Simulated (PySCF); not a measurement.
**Spinor energies of La²²⁺ (lanthanum, charge +22)**

Start: [Ar] 3d10 4s2 4p5; 4p1/2 filled at m_j = +1/2; 4p3/2 filled at m_j = -3/2, -1/2, +1/2, +3/2. Calculated with PySCF 2.14 in an uncontracted even-tempered set (18 s from 1.5 bohr⁻², ratio 2.8; 14 p from 2 bohr⁻², ratio 2.8; 9 d from 3.5 bohr⁻², ratio 2.8; 4 f from 12 bohr⁻², ratio 3): generalised Hartree-Fock with the X2C-1e Hamiltonian and a Gaussian nucleus; one run each with spin-orbit coupling (SO) screened by Boettger's factors, then bare. This is a chosen level, not necessarily the ground level.

```
spinor shell  electrons  ε, screened SO (eV)  ε, bare SO (eV)  weight of nominal j (bare SO)  rms radius, bare SO (bohr)
       1s1/2          2             -39753.2         -39752.8                          1.000                      0.0286
       2s1/2          2              -6965.3          -6965.2                          1.000                       0.116
       2p1/2          2              -6592.4          -6604.1                          1.000                      0.0998
       2p3/2          4              -6176.1          -6171.6                          1.000                       0.106
       3s1/2          2              -1999.0          -1999.0                          1.000                       0.301
       3p1/2          2              -1840.9          -1843.2                          1.000                       0.292
       3p3/2          4              -1757.1          -1756.2                          1.000                       0.304
       3d3/2          4              -1485.3          -1487.7                          1.000                       0.275
       3d5/2          6              -1467.6          -1466.1                          1.000                       0.279
       4s1/2          2              -820.51          -820.51                          0.999                       0.642
       4p1/2          1              -756.53          -757.18                          1.000                       0.658
       4p3/2          4              -730.86          -730.61                          1.000                       0.682
```

```json
{"quantity": "E (hartree)", "screened SO": "-8279.32546", "bare SO": "-8279.58578"}
{"quantity": "M_J", "screened SO": "1/2", "bare SO": "1/2"}
{"quantity": "⟨J²⟩", "screened SO": "0.752", "bare SO": "0.752"}
{"quantity": "⟨L²⟩", "screened SO": "2.027", "bare SO": "2.029"}
{"quantity": "⟨S²⟩", "screened SO": "0.773", "bare SO": "0.775"}
```

Each row is a mean over spinors that exchange with the open shell spreads, by up to 4.195 eV (3p1/2).

Breit and QED terms are absent; they matter most for the inner s and p1/2 levels.

Densities and radii are taken from the X2C orbitals without a picture-change correction, which distorts them close to the nucleus.
